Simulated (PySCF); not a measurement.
Species: C₈H₁₁BO.
Z-matrix (Å and degrees, PBE0-D3(BJ)/def2-SVP geometry), rows numbered from 1:
```
C 
C   1  1.5088
O   2  1.4101  1  107.67
C   3  1.3505  2  122.74  1  -179.41
C   4  1.3843  3  114.37  2   179.07
B   5  1.5108  4  130.04  3  -179.80
C   6  1.5317  5  124.71  4     0.07
C   7  1.3713  6  128.09  5    -0.27
C   8  1.4216  7  128.33  6     0.04
C   9  1.3724  8  131.61  7     0.24
H   1  1.0995  2  110.56  3    59.77
H   1  1.0995  2  110.56  3   -60.03
H   1  1.0998  2  110.30  3   179.87
H   2  1.1058  1  110.52  3   120.55
H   2  1.1058  1  110.57  3  -120.52
H   5  1.0968  4  111.52  3     0.04
H   6  1.2144  5  117.54  4   179.95
H   7  1.0976  6  117.77  5   179.79
H   8  1.0971  7  117.92  6  -179.91
H   9  1.0952  8  114.32  7  -179.83
H  10  1.0912  4  115.59  3    -0.23
```

Computed, not measured: TDDFT B3LYP/def2-SVPD, vertical, gas phase, core orbitals frozen in the response in PySCF.

Each state is given a Gaussian of 0.4 eV full width at half maximum, with ε(max) = 2.175×10⁸ f / Δν̃ (Δν̃ the width in cm⁻¹). The cross-section is σ = 3.8235×10⁻²¹ ε cm², given in Mb (10⁻¹⁸ cm²). The width is an assumption, not a result. The curve ends short of the highest state used, and states not computed would add to its high-energy end.

λ (nm), σ (Mb) and a bar:
```
    222.9     214.24 #############################
    225.2     222.34 ##############################
    227.6     209.77 ############################
    229.9     181.80 #########################
    232.3     143.65 ###################
    234.6     105.95 ##############
    237.0      71.31 ##########
    239.3      45.41 ######
    241.7      26.41 ####
    244.0      14.74 ##
    246.4       7.60 #
    248.7       3.94 #
    251.1       2.17 
    253.5       1.64 
    255.8       1.85 
    258.2       2.56 
    260.5       3.58 
    262.9       4.86 #
    265.2       6.16 #
    267.6       7.43 #
    269.9       8.42 #
    272.3       9.12 #
    274.6       9.44 #
    277.0       9.45 #
    279.3       9.25 #
    281.7       8.95 #
    284.0       8.71 #
    286.4       8.59 #
    288.7       8.63 #
    291.1       8.81 #
    293.4       9.05 #
    295.8       9.27 #
    298.1       9.37 #
    300.5       9.29 #
    302.8       9.00 #
    305.2       8.47 #
    307.5       7.77 #
    309.9       6.91 #
    312.2       6.00 #
    314.6       5.04 #
    316.9       4.15 #
    319.3       3.30 
    321.6       2.59 
    324.0       1.97 
    326.3       1.47 
    328.7       1.07 
    331.0       0.77 
    333.4       0.54 
    335.7       0.37 
    338.1       0.25 
    340.4       0.17 
    342.8       0.11 
    345.1       0.07 
    347.5       0.04 
    349.8       0.03 
    352.2       0.02
```

(1) Locate the maxima and give the states behind the curve.

(2) Coming from long wavelengths, where does ε first pass 100 L mol⁻¹ cm⁻¹?

(3) On this curve, what absorbance would a 10⁻⁴ mol/L sample give at 280 nm over a 1 cm path?

## Answers

(1) 298 nm (4.16 eV), ε about 2500, made up of S1 (91%); 276 nm (4.49 eV), ε about 2500, made up of S2 (92%); 225 nm (5.51 eV), ε about 58000, made up of S5 (46%) and S6 (54%) (ε in L mol⁻¹ cm⁻¹; maxima over ε = 5, shares over 10%). The states used: S1 4.12 eV (f 0.034); S2 4.53 eV (f 0.034); S3 5.00 eV (f 0.0002); S4 5.34 eV (f 0.0002); S5 5.44 eV (f 0.436); S6 5.57 eV (f 0.500); S7 5.74 eV (f 0.0027); S8 6.07 eV (f 0.0050); S9 6.10 eV (f 0.0004); S10 6.16 eV (f 0.0012).

(2) At about 335 nm (3.70 eV), 0.42 eV below S1.

(3) 280 nm is 4.428 eV, where ε is about 2400 L mol⁻¹ cm⁻¹, so A = ε c l ≈ 0.24 (Beer–Lambert, with the gas-phase spectrum and the assumed width).

All these states lie below the vertical ionisation energy of 8.48 eV (ΔSCF).

Hardware: an Arm Neoverse V2 with one thread, no GPU, on a shared host. Cost: 7.1 min wall (grids of density and orbitals included), 1.3 GiB resident at most.

One conformer stands for the species.
